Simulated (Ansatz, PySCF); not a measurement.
SeSn, SMILES [Se]=[Sn] (connectivity only; charge and spin as stated), neutral, multiplicity 1. Atoms are numbered in the order given.

```xyz
2

Sn     0.0000     0.0000    -0.9435
Se     0.0000     0.0000     1.3889
```
Charge 0, spin multiplicity 1.

Geometry: r2SCAN-D4/def2-TZVP. The def2 effective core potentials stand for the cores of Sn; spin–orbit coupling is left out.

Two levels are set side by side: PBE-D3(BJ)/def2-TZVP (Ansatz, a first-principles code) and r2SCAN-D4/def2-TZVP (Ansatz). Each level has its own optimised geometry; the coordinates shown are those of the second. Frequencies come from the Hessian of PySCF at each geometry. Differences are taken from unrounded values.

```
quantity                            r2SCAN-D4  PBE-D3(BJ)  PBE-D3(BJ) minus r2SCAN-D4
----------------------------------  ---------  ----------  --------------------------
bond Sn1–Se2 (Å)                        2.332       2.356                       0.024
highest harmonic wavenumber (cm⁻¹)        335         319                         -15
mean harmonic wavenumber (cm⁻¹)           335         319                         -15
zero-point energy (kcal/mol)             0.48        0.46                       -0.02
```
